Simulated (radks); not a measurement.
Task: All-electron atom: Fe I in [Ar] 3d6 4s2 (the NIST ground configuration). Method: scalar-relativistic Kohn-Sham, r2SCAN, spin-polarised, spherical densities, finite nucleus; open shells are filled with parallel spins first; meta-GGA in the generalised Kohn-Sham scheme; Fermi nuclear charge, rms radius 3.7377 fm; computed with a radial shooting solver on a logarithmic mesh with Libxc functionals. Some entries of the table are withheld. Estimate them.

orbital,occ.,eigenvalue (eV),<1/r> (bohr^-1),r(max) (bohr)
1s down,1,-7022.734,25.97,0.03827
1s up,1,-7022.715,25.97,0.03827
2s up,1,-829.4181,5.571,0.2222
2s down,1,-826.9841,5.582,0.2220
2p up,3,-704.9958,5.451,0.1800
2p down,3,-703.1445,5.461,0.1798
3s up,1,-99.4338,1.748,0.6997
3s down,1,-93.8669,1.737,0.7011
3p up,3,-64.0953,1.605,0.7131
3p down,3,-58.5639,1.592,0.7153
3d up,5,-9.4831,1.229,(1)
4s up,1,-5.8602,0.4509,2.361
4s down,1,-5.0494,0.4060,2.545
3d down,1,-4.5010,1.148,(2)
4p up,0,-1.1216,0.3411,3.052
4p down,0,-1.0037,0.3030,3.394

Result: 
(1) 3d up r(max) (bohr): 0.7112
(2) 3d down r(max) (bohr): 0.7248
